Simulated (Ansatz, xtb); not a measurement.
FHO2SiTe: 8 structures ranked

8 gas-phase structures of FHO2SiTe, found in a search over its isomers (lower ones may exist). Each was relaxed with GFN2-xTB; where two conformers were screened, the lower at r2SCAN-D4/def2-SVP is listed:

A. `O=[Si](F)O[TeH]`, a singlet
B. `O=[Si](O)[Te]F`, a singlet
C. `O=[SiH]O[Te]F`, a singlet
D. a singlet given by its coordinates
E. `O[Si@]1(F)O[Te]1`, a singlet
F. `O=[Si](F)[Te]O`, a singlet
G. `O=[TeH][Si](=O)F`, a singlet
H. a singlet given by its coordinates

D (Å):

```xyz
6

F    -2.8073    2.7566    0.2375
O    -0.1687    2.9617    0.3673
O    -1.1817    0.8041    0.9940
Si   -1.5325    2.4122    1.1150
Te    0.6157    1.1260    0.1608
H    -1.6297    2.8526    2.4783
```

Close contacts (Å): F1–Si4 1.59, O2–Si4 1.65, O2–Te5 2.01, O3–Si4 1.65, O3–Te5 2.01, Si4–Te5 2.68, Si4–H6 1.44.

H (Å):

```tsv
atom	x (Å)	y (Å)	z (Å)
F	-1.5960	-2.7881	-0.8002
O	-2.3237	-0.1797	-0.2166
O	-0.8756	-1.9828	1.3903
Si	-1.6705	-1.4895	0.1028
Te	-0.5072	-0.9119	3.0471
H	0.2610	-2.2448	3.6083
```

Close contacts (Å): F1–Si4 1.58, O2–Si4 1.50, O3–Si4 1.59, O3–Te5 2.01, Si4–Te5 3.22, Te5–H6 1.64.

Problem. Estimate their order in r2SCAN-D4/def2-SVP energy at these geometries, lowest first.

Solution. Calculated order at r2SCAN-D4/def2-SVP: E (0.0), D (69.1), A (114.0), H (115.1), F (145.8), B (154.6), C (286.5), G (379.0) kJ/mol. Less than 1 kcal/mol parts A and H, so the order within that pair means little.

Energies above the lowest of each column, in kJ/mol; the last columns are at PBE0-D3(BJ)/def2-SVP geometries and were run for some of them only (a dash: not run or not comparable):

```json
{"structure": "E", "GFN2-xTB": "63.0", "HF/STO-3G": "39.8", "r2SCAN-D4/def2-SVP": "0.0", "PBE0-D3(BJ)/def2-SVP": "0.0", "CCSD(T)/def2-SVP + ΔMP2/def2-TZVPP": "0.0"}
{"structure": "D", "GFN2-xTB": "44.1", "HF/STO-3G": "0.0", "r2SCAN-D4/def2-SVP": "69.1", "PBE0-D3(BJ)/def2-SVP": "66.2", "CCSD(T)/def2-SVP + ΔMP2/def2-TZVPP": "52.3"}
{"structure": "A", "GFN2-xTB": "4.1", "HF/STO-3G": "223.4", "r2SCAN-D4/def2-SVP": "114.0", "PBE0-D3(BJ)/def2-SVP": "–", "CCSD(T)/def2-SVP + ΔMP2/def2-TZVPP": "–"}
{"structure": "H", "GFN2-xTB": "0.0", "HF/STO-3G": "214.1", "r2SCAN-D4/def2-SVP": "115.1", "PBE0-D3(BJ)/def2-SVP": "–", "CCSD(T)/def2-SVP + ΔMP2/def2-TZVPP": "–"}
{"structure": "F", "GFN2-xTB": "81.7", "HF/STO-3G": "194.3", "r2SCAN-D4/def2-SVP": "145.8", "PBE0-D3(BJ)/def2-SVP": "–", "CCSD(T)/def2-SVP + ΔMP2/def2-TZVPP": "–"}
{"structure": "B", "GFN2-xTB": "36.5", "HF/STO-3G": "231.5", "r2SCAN-D4/def2-SVP": "154.6", "PBE0-D3(BJ)/def2-SVP": "–", "CCSD(T)/def2-SVP + ΔMP2/def2-TZVPP": "–"}
{"structure": "C", "GFN2-xTB": "57.5", "HF/STO-3G": "354.2", "r2SCAN-D4/def2-SVP": "286.5", "PBE0-D3(BJ)/def2-SVP": "–", "CCSD(T)/def2-SVP + ΔMP2/def2-TZVPP": "–"}
{"structure": "G", "GFN2-xTB": "147.8", "HF/STO-3G": "652.1", "r2SCAN-D4/def2-SVP": "379.0", "PBE0-D3(BJ)/def2-SVP": "–", "CCSD(T)/def2-SVP + ΔMP2/def2-TZVPP": "–"}
```

CCSD(T)/def2-SVP + ΔMP2/def2-TZVPP puts E lowest of those it was run on; GFN2-xTB picks H, HF/STO-3G picks D. Some further structures that were screened fall inside this span and aren't listed. Flexible structures stand in one conformer each, not always the lowest. Frequencies (PBE0-D3(BJ)/def2-SVP) were run for D, E alone. Atoms past krypton carry core potentials in the def2 sets, without spin–orbit terms. ΔMP2 is the change of the MP2 energy from the smaller to the larger basis.

Over these structures GFN2-xTB departs from r2SCAN-D4/def2-SVP by 71.2 kJ/mol on average once a common shift is removed. A GFN2-xTB relaxation took about 0.1 s and the r2SCAN-D4/def2-SVP energy about 2.6 s on a shared host (Ansatz 0.2.0, xtb 6.7.1).
